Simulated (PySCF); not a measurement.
trisilylamine (H9NSi3), singlet, at a GFN2-xTB geometry; PySCF with M062X/3-21G.

The PySCF input:
```python
from pyscf import gto, scf, dft

mol = gto.M(
    atom='''
Si    0.288687    1.645832    0.481101
N     0.023672    0.030801   -0.122984
Si   -1.606491   -0.512603   -0.424247
Si    1.310797   -1.142346   -0.020452
H    -0.672540    2.526565   -0.179173
H     0.096776    1.689352    1.935472
H     1.659585    2.023139    0.143627
H    -2.351055    0.614891   -0.981018
H    -1.533964   -1.614022   -1.381967
H    -2.235910   -0.967364    0.821121
H     1.354843   -1.742484    1.318134
H     1.049809   -2.171770   -1.024335
H     2.564844   -0.446283   -0.300586
''',
    basis='3-21g',
    charge=0,
    spin=0,
    verbose=4,
)

mf = dft.RKS(mol)
mf.xc = 'm062x'
mf.kernel()
mf.analyze()
```

What the program printed (banner, timings and long lists left out):

```
PySCF version 2.14.0

[INPUT] verbose = 4
[INPUT] num. atoms = 13
[INPUT] num. electrons = 58
[INPUT] charge = 0
[INPUT] spin (= nelec alpha-beta = 2S) = 0
[INPUT] symmetry False subgroup None
[INPUT] Mole.unit = angstrom
[INPUT] Symbol           X                Y                Z      unit          X                Y                Z       unit  Magmom
[INPUT]  1 Si     0.288687000000   1.645832000000   0.481101000000 AA    0.545539365722   3.110171727045   0.909149128254 Bohr   0.0
[INPUT]  2 N      0.023672000000   0.030801000000  -0.122984000000 AA    0.044733596821   0.058205454363  -0.232406077704 Bohr   0.0
[INPUT]  3 Si    -1.606491000000  -0.512603000000  -0.424247000000 AA   -3.035828011579  -0.968679280630  -0.801710639168 Bohr   0.0
[INPUT]  4 Si     1.310797000000  -1.142346000000  -0.020452000000 AA    2.477047334902  -2.158721079492  -0.038648678700 Bohr   0.0
[INPUT]  5 H     -0.672540000000   2.526565000000  -0.179173000000 AA   -1.270916407815   4.774515885912  -0.338587898917 Bohr   0.0
[INPUT]  6 H      0.096776000000   1.689352000000   1.935472000000 AA    0.182880135431   3.192412607986   3.657512001764 Bohr   0.0
[INPUT]  7 H      1.659585000000   2.023139000000   0.143627000000 AA    3.136161130436   3.823178621926   0.271415694093 Bohr   0.0
[INPUT]  8 H     -2.351055000000   0.614891000000  -0.981018000000 AA   -4.442850053789   1.161975586460  -1.853855343269 Bohr   0.0
[INPUT]  9 H     -1.533964000000  -1.614022000000  -1.381967000000 AA   -2.898771844942  -3.050059539023  -2.611539143187 Bohr   0.0
[INPUT] 10 H     -2.235910000000  -0.967364000000   0.821121000000 AA   -4.225257539176  -1.828053022764   1.551693805129 Bohr   0.0
[INPUT] 11 H      1.354843000000  -1.742484000000   1.318134000000 AA    2.560282211784  -3.292817536437   2.490912255477 Bohr   0.0
[INPUT] 12 H      1.049809000000  -2.171770000000  -1.024335000000 AA    1.983851493104  -4.104050505547  -1.935712609806 Bohr   0.0
[INPUT] 13 H      2.564844000000  -0.446283000000  -0.300586000000 AA    4.846852712234  -0.843352644049  -0.568025216879 Bohr   0.0

nuclear repulsion = 293.087941792775
number of shells = 44
number of NR pGTOs = 123
number of NR cGTOs = 66
basis = 3-21g
ecp = {}

******** <class 'pyscf.dft.rks.RKS'> ********
method = RKS
initial guess = minao
damping factor = 0
level_shift factor = 0
DIIS = <class 'pyscf.scf.diis.CDIIS'>
diis_start_cycle = 1
diis_space = 8
diis_damp = 0
SCF conv_tol = 1e-09
SCF conv_tol_grad = None
SCF max_cycles = 50
direct_scf = True
direct_scf_tol = 1e-13
XC library pyscf.dft.libxc version 7.1.2
    S. Lehtola, C. Steigemann, M. J. T. Oliveira, and M. A. L. Marques,  SoftwareX 7, 1–5 (2018)
XC functionals = m062x
    Y. Zhao and D. G. Truhlar,  Theor. Chem. Acc. 120, 215 (2008)
    Y. Zhao and D. G. Truhlar,  Theor. Chem. Acc. 120, 215 (2008)
radial grids:
    Treutler-Ahlrichs [JCP 102, 346 (1995); DOI:10.1063/1.469408] (M4) radial grids

becke partition: Becke, JCP 88, 2547 (1988); DOI:10.1063/1.454033
pruning grids: <function nwchem_prune>
grids dens level: 3
symmetrized grids: False
atomic radii adjust function: <function treutler_atomic_radii_adjust>
small_rho_cutoff = 0
Set gradient conv threshold to 3.16228e-05
Initial guess from minao.
tot grids = 159720
init E= -923.122966488151
  HOMO = -0.301407869292985  LUMO = -0.0257941515763669  gap/eV = 7.49983
cycle= 1 E= -923.556467009629  delta_E= -0.434  |g|= 0.335  |ddm|= 2.96
  HOMO = -0.244262789146765  LUMO = 0.0509421041898435  gap/eV = 8.03293
cycle= 2 E= -923.548533710392  delta_E= 0.00793  |g|= 0.424  |ddm|= 0.76
  HOMO = -0.304744340828244  LUMO = 0.0370918591510079  gap/eV = 9.30184
cycle= 3 E= -923.586831401282  delta_E= -0.0383  |g|= 0.0314  |ddm|= 0.415
  HOMO = -0.297220626075624  LUMO = 0.0439492961113093  gap/eV = 9.28371
cycle= 4 E= -923.587126082388  delta_E= -0.000295  |g|= 0.00707  |ddm|= 0.0549
  HOMO = -0.299196545842892  LUMO = 0.0425931299031732  gap/eV = 9.30057
cycle= 5 E= -923.587146665895  delta_E= -2.06e-05  |g|= 0.000916  |ddm|= 0.0132
  HOMO = -0.298876940013065  LUMO = 0.0427071366437728  gap/eV = 9.29498
cycle= 6 E= -923.587146975467  delta_E= -3.1e-07  |g|= 9.09e-05  |ddm|= 0.00193
  HOMO = -0.298896040222419  LUMO = 0.0427000891392062  gap/eV = 9.29530
cycle= 7 E= -923.587146980507  delta_E= -5.04e-09  |g|= 1.16e-05  |ddm|= 0.000264
  HOMO = -0.298894814449207  LUMO = 0.042701374205246  gap/eV = 9.29531
cycle= 8 E= -923.587146980677  delta_E= -1.7e-10  |g|= 1.96e-06  |ddm|= 6.29e-05
  HOMO = -0.298894996154671  LUMO = 0.0427011482087187  gap/eV = 9.29530
Extra cycle  E= -923.58714698068  delta_E= -3.18e-12  |g|= 7.02e-07  |ddm|= 8.74e-06
converged SCF energy = -923.58714698068
**** SCF Summaries ****
Total Energy =                        -923.587146980680359
Nuclear Repulsion Energy =             293.087941792774814
One-electron Energy =                -1861.652514863605120
Two-electron Energy =                  644.977426090149947
Two-electron Coulomb Energy =          717.831293318628695
DFT Exchange-Correlation Energy =      -72.853867228478805
HOMO-LUMO gap [eV] =                     9.295304547215856
**** MO energy ****
MO #1   energy= -66.5571315429041  occ= 2
MO #2   energy= -66.5569817931582  occ= 2
MO #3   energy= -66.5569730911851  occ= 2
MO #4   energy= -14.6611056102002  occ= 2
MO #5   energy= -5.54083926047225  occ= 2
MO #6   energy= -5.54083263261505  occ= 2
MO #7   energy= -5.54067716183843  occ= 2
MO #8   energy= -3.84151853292032  occ= 2
MO #9   energy= -3.8415157009015   occ= 2
MO #10  energy= -3.84134535755344  occ= 2
MO #11  energy= -3.84126278954162  occ= 2
MO #12  energy= -3.84107467940566  occ= 2
MO #13  energy= -3.84107158371865  occ= 2
MO #14  energy= -3.84059812873243  occ= 2
MO #15  energy= -3.84059282606642  occ= 2
MO #16  energy= -3.84056510730923  occ= 2
MO #17  energy= -0.932885771868433 occ= 2
MO #18  energy= -0.643319359592112 occ= 2
MO #19  energy= -0.643314332101221 occ= 2
MO #20  energy= -0.577038146050389 occ= 2
MO #21  energy= -0.464677725833646 occ= 2
MO #22  energy= -0.464673702400364 occ= 2
MO #23  energy= -0.459903368680181 occ= 2
MO #24  energy= -0.405179079956573 occ= 2
MO #25  energy= -0.40517608108945  occ= 2
MO #26  energy= -0.394413702888596 occ= 2
MO #27  energy= -0.394406164193492 occ= 2
MO #28  energy= -0.388922175737255 occ= 2
MO #29  energy= -0.298894996154671 occ= 2
MO #30  energy= 0.0427011482087187 occ= 0
MO #31  energy= 0.0849896043581726 occ= 0
MO #32  energy= 0.0850001690849816 occ= 0
MO #33  energy= 0.110439772225119  occ= 0
MO #34  energy= 0.110448434683993  occ= 0
MO #35  energy= 0.153258903812918  occ= 0
MO #36  energy= 0.166610835542411  occ= 0
MO #37  energy= 0.166616212507285  occ= 0
 ** Mulliken pop on meta-lowdin orthogonal AOs  **
 ** Mulliken pop  **
 ** Mulliken atomic charges  **
charge of    0Si =      0.52790
charge of    1N =     -0.81057
charge of    2Si =      0.52785
charge of    3Si =      0.52789
charge of    4H =     -0.07932
charge of    5H =     -0.09904
charge of    6H =     -0.07936
charge of    7H =     -0.07930
charge of    8H =     -0.07932
charge of    9H =     -0.09903
charge of   10H =     -0.09902
charge of   11H =     -0.07936
charge of   12H =     -0.07932
Dipole moment(X, Y, Z, Debye): -0.02581, -0.03310,  0.13310
```
